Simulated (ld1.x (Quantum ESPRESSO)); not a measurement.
titanium (Ti) TM: all-electron and pseudo phase curves

Ti, norm-conserving Troullier–Martins (Kleinman–Bylander form), made with ld1.x (Quantum ESPRESSO) 7.5 (PBE, fully relativistic). Core [Ar], reference 3d2 4s1.5 4p0 (charge +0.5). Waves: 4s (bound): rc 2.80 bohr; 3d (bound): rc 1.70 bohr; 4p (bound, empty): rc 2.85 bohr. Local part: the p channel. Core correction: none.

Open shells are filled in proportion to 2j + 1 (rel_dist='average').

The phase is arctan(r·u′/u) with u = r·R(r), unwrapped; energies in Ry, scanned from -3 to 5 Ry. A pole is an energy at which the radial function vanishes at the test radius. The pseudo phase is shifted by a multiple of π to meet the all-electron one at the reference energy, and phase errors are pseudo minus all-electron; the curves can meet again beyond the range given. Levels narrower than the energy grid can be missing from the lists of poles.

Question: For each channel, where are the poles, and over which energies does the pseudopotential scatter like the atom?

Answer:

```json
{"channel": "s", "radius (bohr)": "3.09", "reference energy (Ry)": "-0.54", "poles, all-electron": "0.85", "poles, pseudo": "-0.79, 1.36", "unbroken range about the reference energy with phases within 0.05 rad": "-0.6 to -0.2", "phase error 1 Ry above the reference energy (rad)": "+0.059"}
{"channel": "p1/2", "radius (bohr)": "3.09", "reference energy (Ry)": "-0.29", "poles, all-electron": "1.58", "poles, pseudo": "1.37", "unbroken range about the reference energy with phases within 0.05 rad": "below 1.7", "phase error 1 Ry above the reference energy (rad)": "-0.019"}
{"channel": "p3/2", "radius (bohr)": "3.09", "reference energy (Ry)": "-0.29", "poles, all-electron": "1.61", "poles, pseudo": "1.37", "unbroken range about the reference energy with phases within 0.05 rad": "-3.0 to 1.7", "phase error 1 Ry above the reference energy (rad)": "-0.027"}
{"channel": "d3/2", "radius (bohr)": "3.09", "reference energy (Ry)": "-0.56", "poles, all-electron": "-0.43, 2.86", "poles, pseudo": "-0.42, 4.50", "unbroken range about the reference energy with phases within 0.05 rad": "below 0.0", "phase error 1 Ry above the reference energy (rad)": "+0.161"}
{"channel": "d5/2", "radius (bohr)": "3.09", "reference energy (Ry)": "-0.56", "poles, all-electron": "-0.42, 2.87", "poles, pseudo": "-0.41, 4.51", "unbroken range about the reference energy with phases within 0.05 rad": "below 0.0", "phase error 1 Ry above the reference energy (rad)": "+0.161"}
```

Note: ghost state, extra bound levels that the all-electron valence spectrum of the same l lacks: s at -11.0 eV. A true bound ghost makes a file unfit for plane-wave use.

Phases in the d5/2 channel:

```json
{"E (Ry)": "-3.00", "all-electron": "1.376", "pseudo": "1.379"}
{"E (Ry)": "-2.52", "all-electron": "1.357", "pseudo": "1.360"}
{"E (Ry)": "-2.04", "all-electron": "1.329", "pseudo": "1.334"}
{"E (Ry)": "-1.56", "all-electron": "1.283", "pseudo": "1.292"}
{"E (Ry)": "-1.08", "all-electron": "1.180", "pseudo": "1.197"}
{"E (Ry)": "-0.60", "all-electron": "-0.637", "pseudo": "-0.629"}
{"E (Ry)": "-0.12", "all-electron": "-1.815", "pseudo": "-1.775"}
{"E (Ry)": "0.36", "all-electron": "-2.062", "pseudo": "-1.932"}
{"E (Ry)": "0.84", "all-electron": "-2.747", "pseudo": "-2.163"}
{"E (Ry)": "1.32", "all-electron": "-4.074", "pseudo": "-2.789"}
{"E (Ry)": "1.80", "all-electron": "-4.476", "pseudo": "-3.883"}
{"E (Ry)": "2.28", "all-electron": "-4.618", "pseudo": "-4.337"}
{"E (Ry)": "2.76", "all-electron": "-4.698", "pseudo": "-4.508"}
{"E (Ry)": "3.24", "all-electron": "-4.758", "pseudo": "-4.595"}
{"E (Ry)": "3.72", "all-electron": "-4.818", "pseudo": "-4.650"}
{"E (Ry)": "4.20", "all-electron": "-4.897", "pseudo": "-4.691"}
{"E (Ry)": "4.68", "all-electron": "-5.046", "pseudo": "-4.724"}
```
